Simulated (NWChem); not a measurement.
**Atomisation of C₄H₄ClF**

```
C
H 1 1.1096
H 1 1.1096 2 109.54
C 1 1.5163 2 115.32 3 -132.05
C 4 1.3535 1 93.08 2 -115.36
F 5 1.3276 4 134.55 1 180.00
C 5 1.5056 6 130.17 4 180.00
H 7 1.1103 5 115.79 6 64.93
H 7 1.1103 8 109.30 5 132.93
Cl 4 1.7167 5 135.28 6 0.00
```
Charge 0, spin multiplicity 1.

Program: NWChem. The geometry was optimised at PBE/def2-SVP, a minimum by its harmonic frequencies. It is one conformer; others weren't searched.

Basis set: def2-SVP. The atomisation energy is electronic alone: no zero-point, thermal, spin-orbit or counterpoise terms. No value is extrapolated to the basis-set limit. Free atoms are single determinants with multiplicities F 2, C 3, Cl 2, H 2. Correlated methods freeze the same cores in atoms and molecule, 10 orbitals in all.

B3LYP has NWChem's definition, with VWN1-RPA local correlation. The structure started from a generated list of species. The stability of the SCF solutions was not checked. Open-shell Hartree-Fock references start from PBE0 orbitals.

Question: Order these methods by the atomisation energy they give, lowest first: r2SCAN, PBE0, MP2, BLYP, PBE, B3LYP.

Answer: MP2 (972.7 kcal/mol), B3LYP (994.3 kcal/mol), BLYP (996.5 kcal/mol), r2SCAN (1010.1 kcal/mol), PBE0 (1018.8 kcal/mol), PBE (1046.2 kcal/mol)
